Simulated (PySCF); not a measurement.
# Does the structure fit the spectrum?

A compound C₆H₉NO₂Si gives the data below (simulated from a calculation) and was assigned the structure `C=C(C#N)C[SiH2]C(=O)OC`.

¹³C{¹H} NMR (computed): δ 192.1 (CH), 170.1 (C), 149.2 (CH), 147.0 (C), 29.8 (CH2), 10.2 (CH2).

¹H NMR (400 MHz, computed): δ 10.26 (s, 1H), 8.38 (s, 1H), 3.50 (t, 3H), 3.22 (t, 2H), 1.20 (m, 2H).

One conformer, non-relativistic Hamiltonian, fast rotation and ring inversion assumed for equivalent nuclei, gas phase. Geometry: GFN2-xTB; shieldings: GIAO PBE0/pcSseg-1; PySCF 2.14.

Scale: TMS for ¹H (31.72 ppm) and ¹³C (186.93 ppm) (reference shieldings calculated alike).

(1) Compare with the shifts computed for the proposed structure, pairing carbons in order of shift.

(2) Which isomer fits?

## Answers

(1) Atoms are numbered as in `[CH2:1]=[C:2]([C:3]#[N:4])[CH2:5][SiH2:6][C:7](=[O:8])[O:9][CH3:10]`. Each H is labelled by its parent atom.

| atom | computed for proposal | given list | difference |
| --- | --- | --- | --- |
| C7 | 187.5 | 192.1 | -4.6 |
| C1 | 137.1 | 170.1 | -33.0 |
| C2 | 126.7 | 149.2 | -22.5 |
| C3 | 123.6 | 147.0 | -23.4 |
| C10 | 52.8 | 29.8 | +23.0 |
| C5 | 23.6 | 10.2 | +13.4 |

The rms difference is 21.9 ppm and the largest -33.0 ppm at C1 (terminal =CH2 carbon). The carbon types in order of shift don't match either: C, CH2, C, C, CH3, CH2 for the proposal against CH, C, CH, C, CH2, CH2 in the data. The proposal doesn't fit.

(2) `C(CC1=NC(C=O)=CO1)[SiH3]`.

Carbon types of the structure: 2 × C, 2 × CH, 2 × CH2, leaving 3 H on heteroatoms. δC 192.1: aldehyde carbonyl carbon; the double bond to the heteroatom, with no lone-pair donor beside it, deshields it most. δC 149.2: aromatic CH next to the ring oxygen. δC 147.0: substituted aromatic carbon next to a ring nitrogen. δH 10.26: hydrogen on an aldehyde carbonyl carbon; deshielded by the polar, anisotropic C=O bond.

The data come from this structure; uniqueness wasn't tested.

Shifts are as computed. Against solution values, carbons near 30 ppm lie about +3 ppm off and those near 130 ppm about +5 ppm. Of 1211 compounds with measured shifts, 218 miss one by over three times the rms of a fit or turn the order of signals round; such compounds aren't used in these exercises. No couplings were computed; multiplicities are counted from neighbouring protons, with m where these are inequivalent, close in shift, in a saturated or five-membered ring or joined by F or P, and br s for small geminal =CH2 splittings.
